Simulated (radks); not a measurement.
Values are calculated unless marked as measured or tabulated.
Ionisation ladder of erbium, from Er22+ to Er43+. Each ion is in the ground configuration listed by NIST, and IE = E(next ion) - E(this ion). Level of theory: scalar-relativistic Kohn-Sham, PBEsol, spin-polarised, spherical densities, finite nucleus; open shells are filled with parallel spins first (spin-orbit coupling, left out, can overturn this in heavy ions); Fermi nuclear charge, rms radius 5.2516 fm (a radial shooting solver on a logarithmic mesh with Libxc functionals).

| species | configuration | IE, Delta-SCF (eV) | -e(HOMO) (eV) | HOMO | <r> HOMO (bohr) | IE, NIST (eV) | kind | error (eV) |
|---|---|---|---|---|---|---|---|---|
| Er22+ | [Kr] 4d10 | 773.88 | 753.42 | 4d | 0.521 | 770 | theory | +3.9 |
| Er23+ | [Kr] 4d9 | 815.87 | 795.17 | 4d down | 0.515 | 810 | theory | +5.9 |
| Er24+ | [Kr] 4d8 | 858.34 | 837.42 | 4d down | 0.510 | 853 | theory | +5.3 |
| Er25+ | [Kr] 4d7 | 901.26 | 880.14 | 4d down | 0.505 | 899 | theory | +2.3 |
| Er26+ | [Kr] 4d6 | 944.56 | 923.27 | 4d down | 0.501 | 943 | theory | +1.6 |
| Er27+ | [Kr] 4d5 | 999.88 | 977.82 | 4d up | 0.495 | 989 | theory | +10.9 |
| Er28+ | [Kr] 4d4 | 1045.2 | 1022.9 | 4d up | 0.490 | 1046 | theory | -0.8 |
| Er29+ | [Kr] 4d3 | 1091.0 | 1068.5 | 4d up | 0.486 | 1092 | theory | -1.0 |
| Er30+ | [Kr] 4d2 | 1137.2 | 1114.5 | 4d up | 0.482 | 1142 | theory | -4.8 |
| Er31+ | [Kr] 4d1 | 1183.8 | 1160.9 | 4d up | 0.477 | 1188 | theory | -4.2 |
| Er32+ | [Kr] | 1389.7 | 1367.0 | 4p | 0.472 | 1370 | theory | +19.7 |
| Er33+ | [Ar] 3d10 4s2 4p5 | 1436.3 | 1413.7 | 4p down | 0.469 | 1416 | theory | +20.3 |
| Er34+ | [Ar] 3d10 4s2 4p4 | 1482.3 | 1460.1 | 4p down | 0.466 | 1468 | theory | +14.3 |
| Er35+ | [Ar] 3d10 4s2 4p3 | 1542.3 | 1518.9 | 4p up | 0.462 | 1516 | theory | +26.3 |
| Er36+ | [Ar] 3d10 4s2 4p2 | 1590.3 | 1567.1 | 4p up | 0.460 | 1625 | theory | -34.7 |
| Er37+ | [Ar] 3d10 4s2 4p1 | 1637.6 | 1614.8 | 4p up | 0.457 | 1678 | theory | -40.4 |
| Er38+ | [Ar] 3d10 4s2 | 1812.4 | 1789.7 | 4s | 0.444 | 1803 | theory | +9.4 |
| Er39+ | [Ar] 3d10 4s1 | 1866.5 | 1843.6 | 4s up | 0.442 | 1858.5 | semi-emp. | +8.0 |
| Er40+ | [Ar] 3d10 | 3174.3 | 3119.9 | 3d | 0.197 | 3157 | theory | +17.3 |
| Er41+ | [Ar] 3d9 | 3286.7 | 3231.8 | 3d down | 0.196 | 3265 | theory | +21.7 |
| Er42+ | [Ar] 3d8 | 3400.2 | 3344.7 | 3d down | 0.194 | 3381 | theory | +19.2 |
| Er43+ | [Ar] 3d7 | 3514.6 | 3458.7 | 3d down | 0.192 | 3505 | theory | +9.6 |

Reference values: NIST Atomic Spectra Database (exp. = measured, semi-emp. = semi-empirical, theory = theoretical value adopted there). The ionisation energy per charge of the ion left behind rises most, in proportion, at Er40+ ([Ar] 3d10), from 46.662 to 77.421 eV. Open shells are spherical and high-spin; term and fine-structure splittings are not resolved. Spin-orbit splitting is averaged out at the scalar-relativistic level.
